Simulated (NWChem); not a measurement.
System: GeHClF2; SMILES [F][GeH]([F])[Cl]

Results from NWChem. The geometry was optimised at PBE0/def2-SVP. Total energies compare along this basis series because the functional is fixed.

```json
[
 {"level": "PBE0/pcseg-1", "basis functions": "78", "energy (Ha)": "-2736.6921", "highest occupied level (eV)": "-10.10", "orbital gap (eV)": "9.03", "dipole (D)": "2.34"},
 {"level": "PBE0/aug-pcseg-1", "basis functions": "118", "energy (Ha)": "-2736.7099", "highest occupied level (eV)": "-10.07", "orbital gap (eV)": "8.88", "dipole (D)": "2.25"},
 {"level": "PBE0/pcseg-2", "basis functions": "151", "energy (Ha)": "-2737.1549", "highest occupied level (eV)": "-10.04", "orbital gap (eV)": "9.06", "dipole (D)": "2.27"},
 {"level": "PBE0/STO-3G", "basis functions": "38", "energy (Ha)": "-2705.1877", "highest occupied level (eV)": "-5.87", "orbital gap (eV)": "9.36", "dipole (D)": "2.34"},
 {"level": "PBE0/def2-SVP", "basis functions": "83", "energy (Ha)": "-2736.4352", "highest occupied level (eV)": "-9.85", "orbital gap (eV)": "9.20", "dipole (D)": "2.19"}
]
```
